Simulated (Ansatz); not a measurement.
C$_{2}$H$_{9}$FSi$_{2}$ (`F[SiH2]CC[SiH3]`), charge 0, multiplicity 1.

(1) Give a relaxed structure at PBE0-D4/def2-TZVP (the Gaussian-basis code of Ansatz). (Best estimate.)

## Answers

(1) Computed: 
Z-matrix (Å, degrees):
```
Si
C 1 1.863
F 1 1.605 2 108.8
H 1 1.484 2 112.6 3 118.7
H 1 1.485 2 110.5 3 -118.1
C 2 1.534 1 116.0 3 -52.2
H 2 1.098 1 107.0 3 -176.4
H 2 1.097 1 106.8 3 70.9
Si 6 1.881 2 115.9 1 -67.9
H 6 1.095 2 110.3 1 55.2
H 6 1.096 2 109.8 1 171.3
H 9 1.487 6 109.6 2 -171.5
H 9 1.487 6 111.7 2 68.2
H 9 1.489 6 109.9 2 -51.9
```
This is one stationary point; other conformers may exist.
